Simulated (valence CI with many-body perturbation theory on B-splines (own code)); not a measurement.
## Level structure of Kr31+

Level of theory: configuration interaction combined with many-body perturbation theory (CI+MBPT): three valence electrons over a frozen Dirac-Fock core [He], a basis of 11 s, 11 p, 10 d, 8 f, 5 g, 2 h functions for each j, with the one-electron correlation potential Σ1, the two-electron term Σ2, the three-electron term Σ3, Breit, model QED; selected CI, second order for the rest, scaled by the run's own slope (own B-spline code, finite nucleus).

The last digits are not significant, and no measured levels were compared; by estimate large intervals hold to a few tenths of a per cent, small ones and those within an open d or f shell to about a per cent.

Levels 181 to 211 of 211, with energies above the lowest level, (2s^2 2p1/2) J=1/2. "Leading %" is the weight of the configuration and term that name the level; weights of strongly mixed levels are sums over their largest components and can fall short. In the jj column 3d3/2^4 stands for four electrons in 3d with j = 3/2. Lifetimes count E1, E2, E3, M1 and M2 decay at the calculated energies, and are blank where another channel may lead or the interval is too uncertain; long ones can be off by a factor of two.

```csv
No.,Configuration,Term,J,E (× 10³ cm⁻¹),Leading %,Lifetime,Leading jj,g
181,2s 2p 4f,4G,11/2,24247,100,66.8 fs,2s 2p3/2 4f7/2 (100 %),1.269
182,2s 2p 4f,4D,1/2,24250,100,66.1 fs,2s 2p3/2 4f5/2 (100 %),0.005
183,2s 2p 4f,2G,9/2,24250,82,69.4 fs,2s 2p3/2 4f5/2 (52 %),1.143
184,2s 2p 4f,4D,5/2,24254,34,67.2 fs,2s 2p3/2 4f7/2 (100 %),1.132
185,2s 2p 4f,2D,3/2,24263,76,68.0 fs,2s 2p3/2 4f7/2 (100 %),0.867
186,2s 2p 4s,2P°,1/2,24284,92,171 fs,2s 2p3/2 4s (88 %),0.728
187,2s 2p 4s,2P°,3/2,24287,90,184 fs,2s 2p3/2 4s (91 %),1.361
188,2p2 4s,4P,1/2,24365,55,173 fs,2p1/2^2 4s (93 %),2.030
189,2s 2p 4p,2P,1/2,24394,68,89.1 fs,2s 2p3/2 4p1/2 (91 %),1.053
190,2s 2p 4p,2D,3/2,24394,74,119 fs,2s 2p3/2 4p1/2 (92 %),0.924
191,2s 2p 4p,2D,5/2,24442,90,101 fs,2s 2p3/2 4p3/2 (91 %),1.219
192,2s 2p 4p,2P,3/2,24455,73,121 fs,2s 2p3/2 4p3/2 (92 %),1.244
193,2p2 4p,4D°,1/2,24457,46,69.6 fs,2p1/2^2 4p1/2 (94 %),0.664
194,2s 2p 4p,2S,1/2,24465,67,185 fs,2s 2p3/2 4p3/2 (88 %),1.698
195,2p2 4p,4D°,3/2,24530,25,73.5 fs,2p1/2^2 4p3/2 (90 %),1.335
196,2s 2p 4d,2D°,3/2,24536,88,26.0 fs,2s 2p3/2 4d3/2 (87 %),0.825
197,2s 2p 4d,2F°,5/2,24538,81,32.4 fs,2s 2p3/2 4d3/2 (92 %),0.911
198,2s 2p 4d,2F°,7/2,24545,91,58.1 fs,2s 2p3/2 4d5/2 (91 %),1.156
199,2s 2p 4d,2P°,1/2,24554,90,32.2 fs,2s 2p3/2 4d3/2 (91 %),0.635
200,2s 2p 4d,2D°,5/2,24557,79,24.5 fs,2s 2p3/2 4d5/2 (92 %),1.162
201,2s 2p 4d,2P°,3/2,24571,86,32.1 fs,2s 2p3/2 4d5/2 (83 %),1.315
202,2s 2p 4f,2F,5/2,24593,88,66.1 fs,2s 2p3/2 4f5/2 (89 %),0.863
203,2p2 4d,4F,3/2,24599,38,81.4 fs,2p1/2^2 4d3/2 (89 %),0.783
204,2s 2p 4f,2F,7/2,24601,76,66.7 fs,2s 2p3/2 4f7/2 (64 %),1.109
205,2s 2p 4f,2G,7/2,24605,81,67.6 fs,2s 2p3/2 4f5/2 (63 %),0.936
206,2s 2p 4f,2G,9/2,24611,91,67.5 fs,2s 2p3/2 4f7/2 (92 %),1.120
207,2s 2p 4f,2D,3/2,24613,85,67.0 fs,2s 2p3/2 4f5/2 (86 %),0.781
208,2s 2p 4f,2D,5/2,24620,89,66.1 fs,2s 2p3/2 4f7/2 (88 %),1.186
209,2p2 4d,4D,5/2,24633,23,35.1 fs,2p1/2^2 4d5/2 (93 %),1.202
210,2p2 4f,4G°,5/2,24666,36,67.0 fs,2p1/2^2 4f5/2 (95 %),0.853
211,2p2 4f,2F°,7/2,24676,24,68.3 fs,2p1/2^2 4f7/2 (95 %),1.142
```

Where two levels of one J and parity lie close, their mixing, g and order are uncertain.
